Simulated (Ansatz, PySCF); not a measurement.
C₂HBr₂Cl. Atoms are numbered in the order given.

```xyz
6

Cl     1.3709     2.4373     0.0000
C      1.3843     0.7131     0.0000
C      0.2834    -0.0513     0.0000
Br    -1.4705     0.6346     0.0000
Br     0.4508    -1.9394     0.0000
H      2.3777     0.2619     0.0000
```

Coordinates come from a B3LYP-D3(BJ)/def2-SVP optimisation.

Vertical ionisation energy (IE) and electron affinity (EA) in eV. Rows of orbital energies are one-electron estimates. Where ΔSCF, EOM or ADC give a negative EA the extra electron is unbound and the value depends on the basis.

| level | IE | EA |
|---|---|---|
| −ε(HOMO), −ε(LUMO), ωB97X/def2-TZVP (PySCF) | 9.57 | -1.14 |
| −ε(HOMO), −ε(LUMO), PBE/def2-TZVP (PySCF) | 6.17 | 2.08 |
| ΔSCF, PBE/def2-SVPD (Ansatz), final states of multiplicity 2 and 2 | 9.01 | -0.17 |

Q: What vertical singlet–triplet gap does ΔSCF give with PBE/def2-SVPD (Ansatz, an electronic-structure program)? (The exact figures need the calculation; the answer reports its results.)

A: 3.63 eV (triplet above singlet where positive).
